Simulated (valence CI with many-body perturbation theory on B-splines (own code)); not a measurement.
**Cs23+: electric-dipole lines**

Method: relativistic CI+MBPT: four valence electrons over a frozen Dirac-Fock core [Ar] 3d10, a basis of 11 s, 11 p, 10 d, 8 f, 5 g, 2 h functions for each j, with the one-electron correlation potential Σ1, the two-electron term Σ2, the three-electron term Σ3, Breit, model QED; selected CI, second order for the rest, scaled by the run's own slope (own B-spline code, finite nucleus).

No measured levels were compared; by estimate levels hold to about 250 cm⁻¹ or 0.2 % of their energy and the worst to 1 %, as in measured heavy ions of charge 2 to 7; those with d or f electrons hold less well. Among the levels kept, up to 450 cm⁻¹ of a level comes from second order outside the variational space, and about a tenth of that is noise between levels of different J, which matters for small intervals.

Lines 51 to 100 of 553 in falling wavelength, among levels below 2268600 cm⁻¹, chosen from the strongest by gf and those to the six lowest levels. Wavelengths and rates use the calculated energies, so an error of 2000 cm⁻¹ moves a line at 186.3 Å by 0.37 % and its rate by three times that or more. Electric multipoles are in the length gauge, E1 and E2 with the static RPA response of the core. Weak lines are less certain than strong ones. Lines between different terms over intervals too small for the method are left out, as are lines whose strength nearly cancels. Where a level lies close to another of its J and parity, the split of strength between their lines is uncertain. The highest levels of a list are the least certain.

Levels are named by their leading jj configuration (3d3/2^4 stands for four electrons in 3d with j = 3/2), which in mixed levels can hold well under half, so a name can repeat and another be missing. Letters in brackets count levels of one name in rising energy.

| λ vac (Å) | Upper | Lower | A (s⁻¹) | log gf | Branch % |
| --- | --- | --- | --- | --- | --- |
| 186.3 | (4s 4p1/2 4p3/2^2) J=2 [a] | (4s^2 4p1/2 4p3/2) J=1 | 9.30e+09 | -0.62 | 93.2 |
| 185.6 | (4s 4p3/2^2 4d5/2) J=4 [b] | (4s^2 4p3/2 4d5/2) J=3 | 4.34e+09 | -0.69 | 6.3 |
| 184.0 | (4p3/2^3 4d5/2) J=4 | (4s 4p3/2^2 4d5/2) J=4 [b] | 1.36e+10 | -0.21 | 15.4 |
| 182.9 | (4s 4p3/2^2 4d5/2) J=5 | (4s^2 4p3/2 4d5/2) J=4 | 1.42e+10 | -0.11 | 100.0 |
| 181.9 | (4p1/2 4p3/2^2 4d5/2) J=5 | (4s 4p1/2 4p3/2 4d5/2) J=4 [c] | 9.47e+09 | -0.29 | 24.6 |
| 181.2 | (4p3/2^3 4d3/2) J=2 | (4s 4p3/2^2 4d3/2) J=2 [d] | 1.08e+10 | -0.57 | 3.7 |
| 181.1 | (4s 4p1/2 4p3/2^2) J=3 | (4s^2 4p1/2 4p3/2) J=2 | 5.73e+09 | -0.71 | 61.0 |
| 180.3 | (4p1/2^2 4p3/2 4d5/2) J=4 | (4s 4p1/2 4p3/2 4d5/2) J=4 [a] | 7.26e+09 | -0.50 | 10.6 |
| 178.4 | (4s 4p1/2 4p3/2 4f5/2) J=4 [a] | (4s 4p3/2^2 4d5/2) J=4 [b] | 4.96e+09 | -0.67 | 2.6 |
| 178.0 | (4s^2 4p1/2 4d3/2) J=2 | (4s^2 4p3/2^2) J=2 | 9.37e+08 | -1.65 | 4.1 |
| 177.4 | (4p1/2 4p3/2^2 4d3/2) J=4 | (4s 4p1/2 4p3/2 4d3/2) J=3 [b] | 7.22e+09 | -0.51 | 15.6 |
| 177.2 | (4p1/2 4p3/2^2 4d5/2) J=2 [c] | (4s 4p3/2^2 4d3/2) J=2 [b] | 7.94e+09 | -0.73 | 2.9 |
| 176.5 | (4s 4p3/2^2 4d3/2) J=4 | (4s^2 4p3/2 4d3/2) J=3 | 9.26e+09 | -0.41 | 2.6 |
| 176.3 | (4s 4p3/2^2 4d5/2) J=3 [a] | (4s^2 4p3/2 4d5/2) J=2 | 7.96e+09 | -0.59 | 7.3 |
| 175.3 | (4p3/2^3 4d5/2) J=3 | (4s 4p3/2^2 4d5/2) J=3 [c] | 6.88e+09 | -0.65 | 2.4 |
| 175.0 | (4s 4p3/2^2 4d5/2) J=2 [b] | (4s^2 4p3/2 4d5/2) J=1 | 2.20e+10 | -0.30 | 24.2 |
| 174.2 | (4s 4p3/2^2 4d5/2) J=1 [a] | (4s^2 4p3/2 4d5/2) J=2 | 1.49e+10 | -0.69 | 7.4 |
| 174.1 | (4s 4p1/2 4p3/2 4d5/2) J=2 [a] | (4s^2 4p1/2 4d3/2) J=2 | 1.30e+10 | -0.53 | 13.9 |
| 174.0 | (4p1/2 4p3/2^3) J=2 | (4s 4p1/2 4p3/2^2) J=2 [b] | 1.82e+10 | -0.38 | 40.4 |
| 172.5 | (4p1/2 4p3/2^2 4d5/2) J=3 [b] | (4s 4p1/2 4p3/2 4d5/2) J=3 [e] | 1.45e+10 | -0.34 | 9.3 |
| 172.5 | (4s 4p1/2 4p3/2 4d5/2) J=3 [c] | (4s^2 4p1/2 4d5/2) J=2 | 1.46e+10 | -0.34 | 12.0 |
| 171.0 | (4p1/2 4p3/2^2 4d3/2) J=3 [b] | (4s 4p1/2 4p3/2 4d5/2) J=3 [d] | 8.01e+09 | -0.61 | 2.5 |
| 170.6 | (4s 4p1/2 4p3/2 4d5/2) J=3 [d] | (4s^2 4p1/2 4d5/2) J=2 | 2.30e+10 | -0.15 | 9.3 |
| 168.8 | (4s 4p3/2^3) J=2 | (4s^2 4p3/2^2) J=2 | 2.90e+10 | -0.21 | 56.9 |
| 168.1 | (4s 4p1/2 4p3/2 4d5/2) J=4 [c] | (4s^2 4p1/2 4d5/2) J=3 | 2.60e+10 | 0.00 | 88.4 |
| 167.8 | (4s^2 4p1/2 4d3/2) J=1 | (4s^2 4p3/2^2) J=0 | 2.05e+09 | -1.59 | 0.6 |
| 166.2 | (4s^2 4p1/2 4f7/2) J=4 | (4s^2 4p3/2 4d5/2) J=3 | 7.63e+09 | -0.55 | 5.0 |
| 165.9 | (4p1/2^2 4p3/2 4d3/2) J=3 | (4s 4p1/2^2 4d5/2) J=3 | 7.33e+09 | -0.67 | 11.1 |
| 165.1 | (4s 4p3/2^2 4d3/2) J=2 [c] | (4s^2 4p3/2 4d5/2) J=2 | 1.10e+10 | -0.65 | 3.3 |
| 164.9 | (4s^2 4p1/2 4f7/2) J=3 [a] | (4s^2 4p3/2 4d5/2) J=3 | 8.54e+09 | -0.61 | 3.2 |
| 164.8 | (4p1/2 4p3/2^2 4d5/2) J=3 [a] | (4s 4p1/2 4p3/2 4d5/2) J=2 [a] | 9.47e+09 | -0.57 | 12.6 |
| 164.6 | (4s 4p3/2^2 4d5/2) J=3 [c] | (4s^2 4p3/2 4d5/2) J=2 | 1.10e+10 | -0.51 | 5.9 |
| 164.3 | (4p1/2 4p3/2^2 4d5/2) J=2 [a] | (4s 4p1/2 4p3/2 4d5/2) J=3 [c] | 1.64e+10 | -0.48 | 18.2 |
| 164.2 | (4s 4p3/2^2 4d5/2) J=4 [b] | (4s^2 4p3/2 4d3/2) J=3 | 8.86e+09 | -0.49 | 12.9 |
| 164.2 | (4s 4p3/2^2 4d5/2) J=3 [a] | (4s^2 4p3/2 4d3/2) J=2 | 1.01e+10 | -0.54 | 9.3 |
| 164.1 | (4s 4p1/2 4p3/2 4d3/2) J=2 [e] | (4s^2 4p1/2 4d3/2) J=1 | 2.39e+10 | -0.32 | 8.4 |
| 163.6 | (4s 4p1/2 4p3/2 4d3/2) J=3 [b] | (4s^2 4p1/2 4d3/2) J=2 | 2.53e+10 | -0.15 | 70.0 |
| 163.5 | (4p1/2 4p3/2^2 4d3/2) J=2 [b] | (4s 4p1/2 4p3/2 4d3/2) J=3 [b] | 2.59e+10 | -0.28 | 25.3 |
| 163.5 | (4s 4p1/2 4p3/2^2) J=1 [a] | (4s^2 4p1/2 4p3/2) J=2 | 7.83e+08 | -2.03 | 1.5 |
| 163.3 | (4s 4p1/2^2 4p3/2) J=1 | (4s^2 4p1/2^2) J=0 | 3.28e+10 | -0.40 | 85.0 |
| 163.3 | (4s 4p1/2 4p3/2 4d3/2) J=2 [d] | (4s^2 4p1/2 4d3/2) J=2 | 1.29e+10 | -0.59 | 7.9 |
| 163.1 | (4s 4p3/2^2 4d5/2) J=2 [a] | (4s^2 4p3/2 4d3/2) J=3 | 1.84e+10 | -0.43 | 7.1 |
| 162.6 | (4s 4p1/2 4p3/2^2) J=2 [b] | (4s^2 4p1/2 4p3/2) J=2 | 3.95e+10 | -0.11 | 91.2 |
| 162.4 | (4s 4p1/2 4p3/2^2) J=0 | (4s^2 4p1/2 4p3/2) J=1 | 3.30e+10 | -0.88 | 100.0 |
| 162.0 | (4s 4p3/2^2 4d5/2) J=3 [b] | (4s^2 4p3/2 4d3/2) J=3 | 1.63e+10 | -0.35 | 8.0 |
| 161.4 | (4s 4p3/2^2 4d5/2) J=1 [b] | (4s^2 4p3/2 4d5/2) J=1 | 1.96e+10 | -0.64 | 4.5 |
| 161.1 | (4s 4p1/2 4p3/2 4d5/2) J=2 [b] | (4s^2 4p1/2 4d3/2) J=1 | 1.04e+10 | -0.69 | 4.7 |
| 160.8 | (4s^2 4p1/2 4d5/2) J=3 | (4s^2 4p3/2^2) J=2 | 5.39e+08 | -1.84 | 1.1 |
| 160.7 | (4s 4p1/2 4p3/2 4d5/2) J=3 [e] | (4s^2 4p1/2 4d5/2) J=2 | 6.92e+09 | -0.73 | 3.9 |
| 160.6 | (4s 4p3/2^3) J=1 | (4s^2 4p3/2^2) J=0 | 1.78e+10 | -0.69 | 8.6 |

Task: How does gf follow from A for the line at 174.1 Å?

Result: gf = 1.4992 × (2J+1)_upper × A / σ², with σ = 574426 cm⁻¹ and 2J+1 = 5: gf = 0.296.
